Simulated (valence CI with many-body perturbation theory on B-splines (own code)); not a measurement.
## E1 transitions of Ti¹⁴⁺

Calculated by valence CI with perturbative core correlation (CI+MBPT): six valence electrons over a frozen Dirac-Fock core [He], a basis of 9 s, 9 p, 8 d, 6 f, 3 g, 1 h functions for each j, with the one-electron correlation potential Σ1 (screened to all orders), the two-electron term Σ2, the three-electron term Σ3, Breit, model QED; selected single and double excitations, second order for the rest, scaled by the run's own slope (own B-spline code, finite nucleus).

No measured levels were compared; by estimate levels of excited configurations hold to 0.05 to 0.15 % of their energy, terms of the ground configuration to about 0.5 %. Among the levels kept, up to 2800 cm⁻¹ of a level comes from second order outside the variational space, and about a tenth of that is noise between levels of different J, which matters for small intervals.

Lines 151 to 195 of 195 in falling wavelength, among levels below 44.391 Ry, chosen from the strongest by gf and those to the six lowest levels. Wavelengths and rates use the calculated energies, so an error of 2000 cm⁻¹ moves a line at 22.58 Å by 0.045 % and its rate by three times that or more. Electric multipoles are in the length gauge, E1 and E2 with the static RPA response of the core. Weak lines are less certain than strong ones. Lines between different terms over intervals too small for the method are left out, as are lines whose strength nearly cancels. The highest levels of a list are the least certain.

```
λ vac (Å)           Upper        Lower   A (s⁻¹)  S (a.u.) with core polarisation  S without
    22.58  2s²2p³3s ¹D°_2  2s²2p⁴ ³P_1  7.79e+10                         2.21e-03   2.20e-03
    22.56  2s²2p³3s ³P°_2  2s²2p⁴ ¹D_2  2.09e+11                         5.92e-03   5.90e-03
    22.53  2s²2p³3s ³D°_1  2s²2p⁴ ³P_2  1.22e+10                         2.06e-04   2.06e-04
    22.52  2s²2p³3s ³D°_2  2s²2p⁴ ³P_2  3.40e+11                         9.58e-03   9.55e-03
    22.48  2s²2p³3s ¹P°_1  2s²2p⁴ ¹D_2  5.23e+11                         8.80e-03   8.76e-03
    22.47  2s²2p³3s ³D°_3  2s²2p⁴ ³P_2  4.87e+11                         1.91e-02   1.90e-02
    22.38  2s²2p³3s ¹D°_2  2s²2p⁴ ³P_2  5.41e+10                         1.50e-03   1.49e-03
    22.32  2s²2p³3s ³P°_0  2s²2p⁴ ³P_1  4.80e+11                         2.64e-03   2.63e-03
    22.32  2s²2p³3s ³P°_1  2s²2p⁴ ³P_0  2.82e+11                         4.64e-03   4.63e-03
    22.30  2s²2p³3s ³P°_1  2s²2p⁴ ³P_1  8.82e+10                         1.45e-03   1.44e-03
    22.21  2s²2p³3s ³P°_2  2s²2p⁴ ³P_1  2.51e+11                         6.79e-03   6.76e-03
    22.15  2s²2p³3s ¹P°_1  2s²2p⁴ ³P_0  1.79e+10                         2.89e-04   2.88e-04
    22.14  2s²2p³3s ¹P°_1  2s²2p⁴ ³P_1  3.28e+09                         5.27e-05   5.24e-05
    22.14  2s²2p³3d ⁵D°_1  2s²2p⁴ ¹S_0  1.27e+07                         2.05e-07   2.05e-07
    22.11  2s²2p³3s ³P°_1  2s²2p⁴ ³P_2  7.90e+10                         1.26e-03   1.26e-03
    22.02  2s²2p³3s ³P°_2  2s²2p⁴ ³P_2  1.18e+11                         3.12e-03   3.11e-03
    21.95  2s²2p³3s ¹P°_1  2s²2p⁴ ³P_2  8.19e+09                         1.28e-04   1.28e-04
    21.89  2s²2p³3d ³D°_1  2s²2p⁴ ¹S_0  1.91e+08                         2.97e-06   2.97e-06
    21.63  2s²2p³3d ⁵D°_3  2s²2p⁴ ¹D_2  4.03e+08                         1.41e-05   1.41e-05
    21.63  2s²2p³3d ⁵D°_2  2s²2p⁴ ¹D_2  4.61e+07                         1.15e-06   1.15e-06
    21.63  2s²2p³3d ⁵D°_1  2s²2p⁴ ¹D_2  1.42e+08                         2.13e-06   2.14e-06
    21.42  2s²2p³3d ³D°_2  2s²2p⁴ ¹D_2  2.21e+10                         5.35e-04   5.36e-04
    21.39  2s²2p³3d ³D°_1  2s²2p⁴ ¹D_2  1.08e+10                         1.57e-04   1.57e-04
    21.39  2s²2p³3d ³D°_3  2s²2p⁴ ¹D_2  2.52e+10                         8.51e-04   8.52e-04
    21.32  2s²2p³3d ⁵D°_1  2s²2p⁴ ³P_0  7.32e+09                         1.05e-04   1.05e-04
    21.30  2s²2p³3d ⁵D°_0  2s²2p⁴ ³P_1  3.90e+10                         1.86e-04   1.86e-04
    21.30  2s²2p³3d ⁵D°_2  2s²2p⁴ ³P_1  2.36e+09                         5.64e-05   5.65e-05
    21.30  2s²2p³3d ⁵D°_1  2s²2p⁴ ³P_1  1.10e+10                         1.57e-04   1.57e-04
    21.13  2s²2p³3d ⁵D°_3  2s²2p⁴ ³P_2  5.11e+09                         1.66e-04   1.67e-04
    21.13  2s²2p³3d ⁵D°_2  2s²2p⁴ ³P_2  3.70e+10                         8.61e-04   8.62e-04
    21.13  2s²2p³3d ⁵D°_1  2s²2p⁴ ³P_2  3.27e+10                         4.57e-04   4.58e-04
    21.11  2s²2p³3d ³F°_2  2s²2p⁴ ¹D_2  7.46e+09                         1.73e-04   1.74e-04
    21.11  2s²2p³3d ³D°_2  2s²2p⁴ ³P_1  1.09e+12                         2.53e-02   2.54e-02
    21.09  2s²2p³3d ³D°_1  2s²2p⁴ ³P_0  1.31e+12                         1.82e-02   1.82e-02
    21.08  2s²2p³3d ³F°_3  2s²2p⁴ ¹D_2  1.65e+10                         5.32e-04   5.33e-04
    21.08  2s²2p³3d ³D°_1  2s²2p⁴ ³P_1  8.94e+11                         1.24e-02   1.24e-02
    21.03  2s²2p³3d ³G°_3  2s²2p⁴ ¹D_2  8.10e+10                         2.60e-03   2.60e-03
    20.93  2s²2p³3d ³D°_2  2s²2p⁴ ³P_2  7.07e+11                         1.60e-02   1.60e-02
    20.90  2s²2p³3d ³D°_1  2s²2p⁴ ³P_2  9.15e+10                         1.24e-03   1.24e-03
    20.90  2s²2p³3d ³D°_3  2s²2p⁴ ³P_2  2.31e+12                         7.29e-02   7.30e-02
    20.81  2s²2p³3d ³F°_2  2s²2p⁴ ³P_1  1.43e+11                         3.18e-03   3.18e-03
    20.76  2s²2p³3d ¹S°_0  2s²2p⁴ ³P_1  1.85e+10                         8.15e-05   8.16e-05
    20.64  2s²2p³3d ³F°_2  2s²2p⁴ ³P_2  1.46e+11                         3.18e-03   3.18e-03
    20.61  2s²2p³3d ³F°_3  2s²2p⁴ ³P_2  3.40e+11                         1.03e-02   1.03e-02
    20.55  2s²2p³3d ³G°_3  2s²2p⁴ ³P_2  1.62e+11                         4.85e-03   4.86e-03
```
